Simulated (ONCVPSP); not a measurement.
# Plane-wave convergence, ONCV potential for V

vanadium, optimised norm-conserving Vanderbilt (ONCV), made with ONCVPSP 4.0.1 (PBE, fully relativistic). Core [Ne], reference 3s2 3p6 3d3 4s1 4p1. Waves: 3s+4s: rc 1.50 bohr, ncon 4, nbas 8, qcut 6.3 1/bohr, 2 projectors; 3p+4p: rc 1.65 bohr, ncon 5, nbas 9, qcut 9.5 1/bohr, 2 projectors; 3d: rc 2.30 bohr, ncon 4, nbas 8, qcut 5.6 1/bohr, 2 projectors, debl 2.6 Ha. Local part: polynomial inside 1.20 bohr (lpopt 3, dvloc0 0 Ha). Core correction: polynomial model core, fcfact 0.7.

Open shells are filled in proportion to 2j + 1.

Task: For each optimised wave give the share of its norm inside rc, the residual kinetic energy above qcut (Ha) and the cutoffs (Ha) for errors of 10, 1, 0.1 and 0.01 mHa per electron.

Result:

```json
{"wave": "3s", "norm inside rc": "0.926", "residual KE": "1.8e-04", "10 mHa": "6.5", "1 mHa": "15.7", "0.1 mHa": "29.7", "0.01 mHa": "77.7"}
{"wave": "4s", "norm inside rc": "0.042", "residual KE": "1.0e-04", "10 mHa": "4.9", "1 mHa": "13.2", "0.1 mHa": "19.9", "0.01 mHa": "56.7"}
{"wave": "3p j=3/2", "norm inside rc": "0.923", "residual KE": "2.6e-08", "10 mHa": "17.8", "1 mHa": "23.3", "0.1 mHa": "28.2", "0.01 mHa": "32.3"}
{"wave": "4p j=3/2", "norm inside rc": "0.023", "residual KE": "3.1e-09", "10 mHa": "10.6", "1 mHa": "16.8", "0.1 mHa": "22.4", "0.01 mHa": "27.1"}
{"wave": "3p j=1/2", "norm inside rc": "0.926", "residual KE": "2.1e-08", "10 mHa": "18.2", "1 mHa": "23.7", "0.1 mHa": "28.7", "0.01 mHa": "32.8"}
{"wave": "4p j=1/2", "norm inside rc": "0.024", "residual KE": "2.4e-09", "10 mHa": "10.8", "1 mHa": "17.1", "0.1 mHa": "22.8", "0.01 mHa": "27.7"}
{"wave": "3d j=5/2", "norm inside rc": "0.870", "residual KE": "5.0e-04", "10 mHa": "12.5", "1 mHa": "14.8", "0.1 mHa": "38.1", "0.01 mHa": "49.0"}
{"wave": "d projector 2 j=5/2", "norm inside rc": "0.190", "residual KE": "1.1e-02", "10 mHa": "16.2", "1 mHa": "50.4", "0.1 mHa": "59.8", "0.01 mHa": "76.8"}
{"wave": "3d j=3/2", "norm inside rc": "0.871", "residual KE": "5.1e-04", "10 mHa": "12.5", "1 mHa": "14.8", "0.1 mHa": "38.2", "0.01 mHa": "49.0"}
{"wave": "d projector 2 j=3/2", "norm inside rc": "0.190", "residual KE": "1.1e-02", "10 mHa": "16.2", "1 mHa": "50.5", "0.1 mHa": "59.9", "0.01 mHa": "76.9"}
```

The occupied waves need 24 Ha and 38 Ha for 1 and 0.1 mHa.
